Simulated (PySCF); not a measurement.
One entry of a table of gas-phase calculations, keyed by method. Lists by class give the value and the number of equivalent atoms.

```json
{
 "name": "(MgS)3 ring",
 "formula": "Mg3S3",
 "charge": 0,
 "multiplicity": 1,
 "geometry_level": "PBE0-D3(BJ)/def2-SVP",
 "atoms_angstrom": [
  ["Mg", -1.041, 1.149, 1.029],
  ["S", -0.575, -0.619, 2.427],
  ["Mg", 0.614, -1.61, 0.728],
  ["S", 1.436, -1.585, -1.419],
  ["Mg", 0.421, 0.453, -1.76],
  ["S", -0.857, 2.212, -1.005]
 ],
 "electronic_structure_code": "PySCF",
 "results": {
  "PBE0-D3(BJ)/def2-SVP geometry optimisation, gas phase": {
   "rotational_constants_GHz": [1.147, 1.139, 0.571]
  },
  "CAM-B3LYP/def2-SVPD ground state and vertical TDDFT (core frozen in the response)": {
   "dipole_D": 0.06,
   "homo_eV": -8.04,
   "lumo_eV": -1.55,
   "S1_eV": 3.69,
   "strongest_line_of_10_singlets_eV": 4.12,
   "T1_tda_eV": 3.5,
   "polarisability_au": 139.0,
   "r2_bohr2_about_centre_of_nuclear_charge": 1744.1,
   "singlets_eV_and_f": [
    [3.69, 0.0],
    [3.69, 0.0],
    [4.12, 0.092],
    [4.46, 0.089],
    [4.47, 0.09],
    [4.68, 0.0],
    [4.71, 0.0],
    [4.84, 0.0],
    [4.85, 0.0],
    [4.88, 0.0]
   ],
   "triplets_tda_eV": [3.5, 3.5, 3.83, 4.13]
  },
  "B3LYP/pcSseg-1 ground state and GIAO shieldings, non-relativistic": {
   "shielding_other_nuclei_by_class_ppm": [
    ["Mg", 440.6, 3],
    ["S", 811.3, 3]
   ]
  },
  "delta-SCF UKS SCAN, pcX-2 on the ionised atom, pcseg-1 elsewhere, spin-free X2C; 2p3/2 from a spin–orbit splitting computed afterwards within the 2p shell": {
   "core_binding_eV": [
    ["S2p3/2", 167.12, 3],
    ["Mg1s", 1311.36, 3],
    ["S1s", 2474.84, 3]
   ]
  }
 }
}
```

In wavenumbers S1 is 29700 cm⁻¹ (1 eV = 8065.54 cm⁻¹). The vertical singlet–triplet gap S1 − T1 is 0.19 eV (TDDFT singlet less Tamm–Dancoff triplet). The principal polarisabilities are 107.4, 154.6 and 154.9 au; their mean is the isotropic value. S1 lies 2.80 eV below the HOMO–LUMO gap.

One conformer stands for the species.
